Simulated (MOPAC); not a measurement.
MOPAC input (PM7):

```
PM7 1SCF GEO-OK AUX(PRECISION=9) THREADS=1
F2Sr

Sr    0.21449600 1   -0.11091300 1   -0.16384600 1
F    -0.68239500 1    1.67362700 1   -0.92907600 1
F    -0.22325300 1   -1.20532700 1    1.62087000 1
```

From the output:

```
                                                       MOPAC v23.2.5 Linux

          FINAL HEAT OF FORMATION =       -164.31959 KCAL/MOL =    -687.51318 KJ/MOL

          COSMO AREA              =        153.44 SQUARE ANGSTROMS
          COSMO VOLUME            =        175.75 CUBIC ANGSTROMS

          IONIZATION POTENTIAL    =         10.664505 EV
          HOMO LUMO ENERGIES (EV) =        -10.665  0.177
          NO. OF FILLED LEVELS    =          8
          MOLECULAR WEIGHT        =        125.6168         POINT GROUP:  C2v

          MOLECULAR DIMENSIONS (Angstroms)

            Atom       Atom       Distance
            F     3    F     2     3.87317
           Sr     1    F     3     0.90787
            F     2   Sr     1     0.00000

          SCF CALCULATIONS        =          1

   ATOM   CHEMICAL          X               Y               Z
  NUMBER   SYMBOL      (ANGSTROMS)     (ANGSTROMS)     (ANGSTROMS)

     1      Sr          0.21449600  *  -0.11091300  *  -0.16384600  *
     2       F         -0.68239500  *   1.67362700  *  -0.92907600  *
     3       F         -0.22325300  *  -1.20532700  *   1.62087000  *

                             CARTESIAN COORDINATES

   1   Sr        0.214496000    -0.110913000    -0.163846000
   2    F       -0.682395000     1.673627000    -0.929076000
   3    F       -0.223253000    -1.205327000     1.620870000

           Empirical Formula: Sr F2  =     3 atoms

      MOLECULAR POINT GROUP   :   C2v

                  EIGENVALUES
 -32.95190 -32.79102 -11.40904 -11.24577 -11.24291 -11.24087 -11.23926 -10.66450
   0.17706   1.29878   1.81791   2.00430

              NET ATOMIC CHARGES AND DIPOLE CONTRIBUTIONS

  ATOM NO.   TYPE          CHARGE      No. of ELECS.   s-Pop       p-Pop
    1         Sr           1.725845        0.2742     0.22530     0.04885
    2          F          -0.862922        7.8629     1.99548     5.86744
    3          F          -0.862922        7.8629     1.99548     5.86744
 DIPOLE           X         Y         Z       TOTAL
 POINT-CHG.     5.532    -2.860    -4.226     7.526
 HYBRID         0.086    -0.045    -0.066     0.117
 SUM            5.618    -2.905    -4.291     7.643

          ATOMIC ORBITAL ELECTRON POPULATIONS

     Atom    s        px        py        pz
    1 Sr   0.22530   0.00227   0.02582   0.02076
    2  F   1.99548   1.97594   1.90801   1.98349
    3  F   1.99548   1.99383   1.96601   1.90761

 **********************
 *                    *
 * JOB ENDED NORMALLY *
 *                    *
 **********************

 == MOPAC DONE ==
```

The geometry given is a B3LYP-D3(BJ)/def2-TZVP minimum.
